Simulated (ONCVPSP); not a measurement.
## cobalt: one change to an ONCV potential, before and after

Co, optimised norm-conserving Vanderbilt (ONCV), made with ONCVPSP 4.0.1 (LDA (Perdew-Zunger), scalar-relativistic). Core [Ne] 3s2, reference 3p6 3d7 4s1.5 4p0.5. Waves: 4s: rc 1.95 bohr, ncon 4, nbas 7, qcut 3.3 1/bohr, 2 projectors, debl 3.2 Ha; 3p+4p: rc 1.30 bohr, ncon 4, nbas 7, qcut 10.9 1/bohr, 2 projectors; 3d: rc 1.15 bohr, ncon 3, nbas 8, qcut 16.3 1/bohr, 2 projectors, debl 2.4 Ha. Local part: polynomial inside 1.15 bohr (lpopt 5, dvloc0 3 Ha). Core correction: Teter function, fcfact 3.75, rcfact 1.75.

All-electron outer shells of the reference configuration (LDA (Perdew-Zunger), scalar-relativistic, ld1.x):

| shell | level (eV) | outermost node (bohr) | outermost maximum (bohr) |
| --- | --- | --- | --- |
| 2p | -770.38 | – | 0.17 |
| 3s | -102.83 | 0.31 | 0.67 |
| 3p | -66.48 | 0.28 | 0.68 |
| 3d | -9.39 | – | 0.66 |
| 4s | -6.30 | 0.96 | 2.26 |
| 4p | -1.87 | 1.05 | 3.13 |

Change: all radii but the core radius scaled by about 1.18 (s 2.30, p 1.54, d 1.36 bohr); local potential polynomial inside 1.36 bohr (lpopt 5, dvloc0 3 Ha).

Cutoffs: the cutoffs (Ha) at which the residual kinetic energy of the hardest occupied pseudo-wave falls to 1 and 0.1 mHa per electron; they do not see the model core or the augmentation charge, which bear on the density cutoff. Errors are all-electron minus pseudo energies relative to the spin-unpolarised reference configuration.

Q: What does the change do?

A: The potential gets softer (86 Ha and 98 Ha → 73 Ha and 86 Ha); the lowest positive-energy flag moves from s at 54.8 eV to s at 95.6 eV; the errors of the 4 common tests hardly move; neither file shows a bound ghost. A larger radius leaves more room for a smooth pseudo-wave, so fewer plane waves are needed.

| quantity | base | changed |
| --- | --- | --- |
| cutoff, loose | 86 Ha | 73 Ha |
| cutoff, tight | 98 Ha | 86 Ha |
| loose cutoff by channel | s 4.9 Ha, p 38 Ha, d 86 Ha | s 4.7 Ha, p 35 Ha, d 73 Ha |
| bound ghosts | none | none |
| GHOST(+) flags under 300 eV | s at 54.8 eV | s at 95.6 eV |
| error for 3p6 3d7 4s2 4p0, meV [ΔE -2.18 eV] | -1.0 | -1.0 |
| error for 3p6 3d7 4s1 4p0, meV [ΔE 7.12 eV] | -1.8 | -1.7 |
| error for 3p6 3d7 4s0 4p0, meV [ΔE 24.20 eV] | -26 | -24 |
| error for 3p6 3d7 4s0 4p1, meV [ΔE 12.57 eV] | -19 | -18 |
| rms error of d²Exc/dni dnj with the model core, mHa | 0.87 | 0.91 |
